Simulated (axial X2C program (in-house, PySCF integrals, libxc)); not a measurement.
## Spin–orbit effects down a group: molecules with Ir, HF

Computed with an in-house all-electron X2C program for linear molecules (integrals from PySCF), spin-free (one-electron X2C) or two-component (2c: spin–orbit coupling with atomic mean-field Coulomb and Gaunt terms, which also bring small scalar terms), in Dyall basis sets with cores contracted in-house; open shells are unrestricted.

Basis sets: H dyall-v3z, Ir dyall-cv3z, Li dyall-cv3z, Na dyall-cv3z.

```csv
molecule,spin-free state,Re (Å),ωe (cm⁻¹),De (eV),2c state,Re 2c (Å),ωe 2c (cm⁻¹),De 2c (eV)
IrH,"M_S = 1, Λ = 2",1.583,2138.4,1.71,Ω = 3,1.587,2137.6,1.52
LiIr,"M_S = 1, Λ = 2",2.479,356.4,0.62,Ω = 3,2.470,362.5,0.45
NaIr,"M_S = 1, Λ = 3",2.813,184.3,0.32,Ω = 3,2.808,177.5,0.17
```

Problem. Work out the shifts from the spin-free to the two-component result.

Solution. 

```
molecule  2c state      ΔRe (Å)   Δωe (cm⁻¹)  ΔDe (eV)
     IrH     Ω = 3        0.004         -0.8     -0.19
    LiIr     Ω = 3       -0.009          6.1     -0.17
    NaIr     Ω = 3  other state  other state       n/a
```

Shifts of one unit in the last digit are rounding.

Each entry is the lowest single determinant of a limited PBE0 search at one distance. De goes to single-determinant-based atoms at the same level (for ions the charge split of lowest energy) and is withheld (n/a) where an atom does not fit its ground term or J level. Main or longest-lived isotopes. One determinant is a doubtful description, or other states lie close, for IrH, LiIr, NaIr; these need not be ground states, and all values refer to the states named. With several unpaired electrons the Ω given is that of one determinant, not necessarily of the lowest component. The lowest determinant changes configuration between the Hamiltonians for NaIr, so two states are compared there.
